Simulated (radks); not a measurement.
The numbers below are computed, except where a source is named.
Species: Sn3+. Configuration: [Kr] 4d10 5s1.

Level of theory: Dirac Kohn-Sham, Slater X-alpha with alpha = 0.642, spin-unpolarised, spherical densities, finite nucleus; Fermi nuclear charge, rms radius 4.6519 fm (a radial shooting solver on a logarithmic mesh with Libxc functionals).

Energy parts (eV):
| part | energy |
|---|---|
| total | -167655.106 |
| kinetic | 176577.611 |
| electron-nucleus | -406088.914 |
| Hartree | 65896.155 |
| exchange | -4039.957 |

Orbitals (lengths in bohr, moments of r in powers of bohr; r(max) is where P^2 peaks; r(90%) holds 90 % of the orbital's charge):
orbital  occ.  eigenvalue (eV)     <r^2>      <r^4>   r(max)  r(90%)
1s1/2       2        -28969.40  0.001145  3.420e-06  0.01880  0.0523
2s1/2       2        -4393.587   0.01856  0.0005941   0.1064   0.194
2p1/2       2        -4107.383   0.01379  0.0003826  0.08184   0.174
2p3/2       4        -3877.402   0.01509  0.0004496  0.08637   0.181
3s1/2       2        -868.6339    0.1323    0.02674   0.3083   0.501
3p1/2       2        -752.3083    0.1271    0.02592   0.2945   0.498
3p3/2       4        -710.3650    0.1357    0.02943   0.3049   0.514
3d3/2       4        -503.9925    0.1165    0.02515   0.2493   0.494
3d5/2       6        -495.3342    0.1191    0.02617   0.2523   0.499
4s1/2       2        -160.4880    0.7599     0.8620   0.7459    1.19
4p1/2       2        -121.7666    0.8575      1.141   0.7716    1.28
4p3/2       4        -114.1262    0.9183      1.311   0.7967    1.32
4d3/2       4         -53.4442     1.383      3.425   0.8820    1.68
4d5/2       6         -52.3852     1.418      3.607   0.8918    1.70
5s1/2       1         -34.8395     5.095      38.11    1.904    3.07

The highest occupied level is 5s1/2 at -34.840 eV. For comparison, the ionisation energy in NIST's Atomic Spectra Database is 40.74 eV (measured). In exact Kohn-Sham theory the highest level is minus the ionisation energy, but local and semilocal functionals leave it too shallow, through self-interaction and a potential that decays too fast; potentials with the right tail come closer. The electron density at the nucleus is 1.902e+05 e/bohr^3.

Beside tabulated values, note that spin-unpolarised runs miss the spin-polarisation part of the exchange energy of open shells.
